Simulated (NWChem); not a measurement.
# C$_{4}$H$_{8}$O; SMILES C=CCCO

```xyz
13

C      0.1383     2.4458     0.3451
C     -0.2541     1.3647    -0.3506
C      0.4272     0.0275    -0.3392
C     -0.4693    -1.0951     0.1855
O      0.2369    -2.3161     0.0599
H      1.0331     2.4188     0.9898
H     -0.4120     3.3982     0.2916
H     -1.1595     1.4408    -0.9826
H      0.7329    -0.2555    -1.3717
H      1.3540     0.0620     0.2707
H     -1.4262    -1.1012    -0.3970
H     -0.7453    -0.8719     1.2464
H     -0.3247    -3.0203     0.4283
```
Atoms are numbered in this order, from 1.

Program: NWChem. Pople sets run with spherical d functions. Structure relaxed at the PBE-D3(BJ)/def2-SVP level. No frequency run checked for a minimum.

Question: Taking PBE0/6-311++G** as the yardstick, which of these has the fewest basis functions while keeping “dipole (D)” within 0.05 D of it: PBE0/6-31G*; PBE0/STO-3G; PBE0/6-311G**; PBE0/6-31+G*; PBE0/3-21G?

Answer: none of them.
```tsv
level	basis functions	dipole (D)	relative time (rough)
PBE0/STO-3G	33	1.27	1
PBE0/3-21G	61	1.67	2
PBE0/6-31G*	86	1.54	3
PBE0/6-31+G*	106	1.66	7
PBE0/6-311G**	138	1.54	9
PBE0/6-311++G**	166	1.60	20
```

The yardstick is one finite set, not the basis-set limit.
